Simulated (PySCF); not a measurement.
H₂O₂, charge +1, doublet, at a GFN2-xTB geometry (a state made from the parent by changing its charge; the spin is typed, not shown lowest). Base run: TPSS/def2-SVP in PySCF.

Geometry (Å):
```xyz
4

O      0.0003     0.6452    -0.0121
O     -0.0003    -0.6452     0.0121
H      0.9431     0.9940    -0.0340
H     -0.9431    -0.9940     0.0340
```
Charge +1, spin multiplicity 2.
Orbitals are unrestricted.
All else is at PySCF's defaults.
Base energy -151.07161 Eh.

Each row names what was changed in the base input (with any setting that the change needs).

```tsv
change	ΔE vs base (mEh)	SCF cycles	<S^2>	outcome
base	0.000	9	0.752	converged
conv_tol_grad = 1e-7	0.000	10	0.752	converged
conv_tol = 1e-6	0.000	6	0.752	converged
init_guess = mod_huckel	0.000	9	0.752	converged
conv_tol = 1e-12	0.000	10	0.752	converged
level_shift = 1.0 (with mf.max_cycle = 100)	0.000	17	0.752	converged
init_guess = huckel	0.000	8	0.752	converged
DIIS = EDIIS	0.000	31	0.752	converged
solver = newton	0.000	-	0.752	converged
init_guess = 1e	0.000	10	0.752	converged
init_guess = atom	0.000	9	0.752	converged
diis = off; damp = 0.3 (with mf.diis_start_cycle = 200; with mf.max_cycle = 150)	0.000	12	0.752	converged
diis = off (with mf.max_cycle = 100)	-	100	-	not converged
```

Open shells are given as the SCF converged; they aren't shown to be the lowest states, and a large step between rows can be another state.
